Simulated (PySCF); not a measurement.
# How methods differ on the ionisation energy of Hg⁵²⁺

Hg⁵²⁺ [Ar] 3d10 (1S) → Hg⁵³⁺ [Ar] 3d9 (2D), as a difference of total energies. All numbers are calculated (PySCF 2.14, scalar relativity by spin-free X2C-1e, in an even-tempered Gaussian basis (17 s from 13 bohr⁻², ratio 2.5; 13 p from 17 bohr⁻², ratio 2.5; 7 d from 17 bohr⁻², ratio 2.5; 4 f from 69 bohr⁻², ratio 2.7; 3 g from 100 bohr⁻², ratio 2.7)). Correlated levels: outer shells: [Ne] frozen; virtual orbitals above 40 to 60 times the deepest correlated orbital energy dropped. The calculations carry no spin-orbit coupling.

```csv
method,ionisation energy (eV)
UHF,5097.9
LDA,5094.4
PBE,5093.7
PBE0,5095.3
r2SCAN,5096.0
BP86,5094.0
M06-L,5098.2
MP2 (outer shells),5099.5
SCS-MP2 (outer shells),5099.2
```

A first-order spin-orbit estimate (lowest level to lowest level, LS coupling) adds -38.742 eV.

Breit and QED terms and the two-electron picture change are absent.

For comparison: 5055 ± 4 eV (theoretical estimate listed by NIST; NIST Atomic Spectra Database, ionization energies).
